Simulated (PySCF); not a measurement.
A species of formula C4H8IN has this rotational fingerprint, computed with PySCF, PBE0-D3(BJ)/def2-SVP geometry optimisation, gas phase, def2 core potentials past Kr:

```
Rotational constants : A = 3276, B = 1187, C = 1056 MHz
Dipole components    : |μa| = 2.44 D, |μb| = 0.06 D, |μc| = 0.00 D
Inertial defect      : -101.56 u·Å²
κ                    : -0.88
```

Problem. Which candidate fits, each taken in the one conformer that was computed?
A. `[CH3:1]/[C:2](=[CH:3]\[I:4])[CH2:5][NH2:6]` with C1–C2–C5–N6 58°, C2–C5–N6–H 71° and -171°
B. `N(C(I)=C)(C)C`
C. `[CH3:1]/[C:2]([I:3])=[CH:4]/[CH2:5][NH2:6]` with C2–C4–C5–N6 -106°, C4–C5–N6–H 58° and -59°

Solution. B. It is C=C(I)N(C)C, an asymmetric top, point group Cs. The candidates at the same level (rigid rotor, commonest isotopes):

```csv
SMILES,A (MHz),B (MHz),C (MHz),μa (D),μb (D),μc (D),Δ (u·Å²),point group,rotor
C/C(=C\I)CN,6751,698.9,659.6,2.28,1.08,0.16,-31.71,C1,near-prolate asymmetric top
C=C(I)N(C)C,3276,1187,1056,2.44,0.06,0.00,-101.56,Cs,asymmetric top
C/C(I)=C/CN,2790,1149,861.1,0.82,2.14,0.48,-33.92,C1,asymmetric top
```

`C/C(I)=C/CN` has C 18 % too low; `C/C(=C\I)CN` has A 106 % too high. In the right answer the mirror of this Cs structure is the ab plane, so μc vanishes by symmetry. No structure here is proved a minimum.
